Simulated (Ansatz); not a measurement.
```yaml
crystal:
  periodic: [false, false, false]
  atoms:
    - {symbol: O, position_ang: [-1.486830, 1.086055, -1.707788]}
    - {symbol: B, position_ang: [-0.906286, 1.427048, -0.517284]}
    - {symbol: B, position_ang: [0.727627, 0.597851, -0.247059]}
    - {symbol: Si, position_ang: [0.851464, -0.801250, 0.776357]}
    - {symbol: H, position_ang: [-2.253791, 1.529501, -1.945336]}
    - {symbol: H, position_ang: [-1.011562, 1.904471, 0.420128]}
    - {symbol: H, position_ang: [1.596811, 1.281140, -0.569242]}
    - {symbol: H, position_ang: [-0.731139, -1.743294, 1.488835]}
    - {symbol: H, position_ang: [1.184082, -2.274481, -0.150242]}
    - {symbol: H, position_ang: [1.806467, -1.508594, 1.857746]}
basis:
  gaussian: {orbitals: cc-pVTZ-DK}
hamiltonian: {xc: {name: HF}}
correlation: {method: mp2, frozen_orbitals: {O: 9}}
```

```sh
$ ansatz run in.yaml --threads 2 --pin off --events-out ev --progress --plain --max-ram 4352MiB
```

Output, abridged:

```
Functional definition: HF
Error: "frozen_orbitals" has no count for B
```

In this input frozen orbitals are typed for one element alone, and the program wants a count for each. The input was rejected before any iteration.
